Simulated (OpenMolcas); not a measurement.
## Cr+: effect of the active space

| Quantity | Value |
| --- | --- |
| Program | OpenMolcas 26.06 |
| Method | CASSCF or its RAS form |
| Basis | ANO-RCC-VDZP |
| Scalar Hamiltonian | DKH2, point nucleus |
| Spin-orbit coupling | RASSI with atomic mean-field integrals over the reference wave functions, term energies averaged over their components |

A. 5 electrons in 5 orbitals (3d); 2S+1 = 6 even, 1 root; 2S+1 = 4 even, 24 roots; 2S+1 = 2 even, 75 roots (53 in the spin-orbit step); cost about 40 core-seconds
B. 5 electrons in 6 orbitals (3d 4s); 2S+1 = 6 even, 6 roots; 2S+1 = 4 even, 57 roots; 2S+1 = 2 even, 78 roots; cost roughly 2.5 core-minutes
C. 5 electrons in 9 orbitals (RAS2 3d 4s; RAS3 4p, at most 2 electrons); 2S+1 = 6 even, 6 roots; 2S+1 = 4 even, 74 roots kept (CI in the orbitals of an earlier block, 71 in the spin-orbit step); 2S+1 = 2 even, 88 roots kept (CI in the orbitals of an earlier block); 2S+1 = 6 odd, 15 roots; 2S+1 = 4 odd, 53 roots kept (CI in the orbitals of an earlier block, 39 in the spin-orbit step); 2S+1 = 2 odd, 9 roots kept (CI in the orbitals of an earlier block, 0 in the spin-orbit step); cost of the order of 4 core-minutes

Energies in cm-1 above 3d5 6S 5/2, the measured ground level; measured values from NIST Handbook of Basic Atomic Spectroscopic Data.

| Level | A | B | C | Measured |
| --- | --- | --- | --- | --- |
| 3d5 6S 5/2 | 0.0 | 0.0 | 0.0 | 0.0 |
| 3d5 4G 5/2 | 25815 | 22489 | 28464 | 20512 |
| 3d5 4G 7/2 | 25822 | 22499 | 28491 | 20518 |
| 3d5 4G 11/2 | 25823 | 22514 | 28562 | 20512 |
| 3d5 4G 9/2 | 25826 | 22509 | 28523 | 20519 |
| 3d5 4P 5/2 | 29654 | 27530 | 31758 | 21823 |
| 3d5 4P 3/2 | 29673 | 27380 | 31774 | 21824 |
| 3d5 4P 1/2 | 29694 | 27330 | 31799 | 21824 |
| 3d5 4D 7/2 | 32157 | 29320 | 35391 |  |
| 3d5 4D 1/2 | 32178 | 29343 | 35432 |  |
| 3d5 4D 3/2 | 32197 | 29371 | 35438 |  |
| 3d5 4D 5/2 | 32203 | 29380 | 35433 |  |

Deviations, from unrounded energies. A percentage is the sum of absolute deviations over the sum of measured energies, with the sign that they share, or ± where signs differ.

| Against measurement | Levels | A | B | C |
| --- | --- | --- | --- | --- |
| mean absolute deviation (cm-1) | 7 | 6400 | 3500 | 8800 |
| other terms of the ground configuration (%) | 7 | +30.3 | +16.8 | +41.9 |

B lies closest to measurement on these levels and C furthest from it. The largest miss of B in the table is 3d5 4P 5/2, by +5700 cm-1. The ranking rests on the paired levels alone, and a cruder setting can come out closer through cancelling errors.

The spin-orbit steps hold different terms of 3d5 (B lacks a 2F, 2G, 2H, 2S, 4F; C lacks a 2F, 2G, 2H, 2S), which shifts levels as well.

Among A to C the level of the table that moves most is 3d5 4D 1/2, by 6100 cm-1 (lowest in B, highest in C).

Without dynamic correlation excited terms often stand tens of per cent too high (terms of higher spin than the ground term too low), and those without a measured partner can miss by more than the paired ones. Some high roots are left out of the spin-orbit mixing, which shifts the levels that they would mix with (holds for A; C). Terms from blocks run as CI alone lack orbitals of their own (holds for C). Computed and measured levels are paired by configuration, term and J; levels that our copy of the source lacks, or whose pairing is in doubt (as where it misses far off the trend of its configuration), stay unpaired and out of the deviations. Levels of configurations outside the active space are missing. The table leaves out levels that lie high or whose names do not pair safely across all columns.
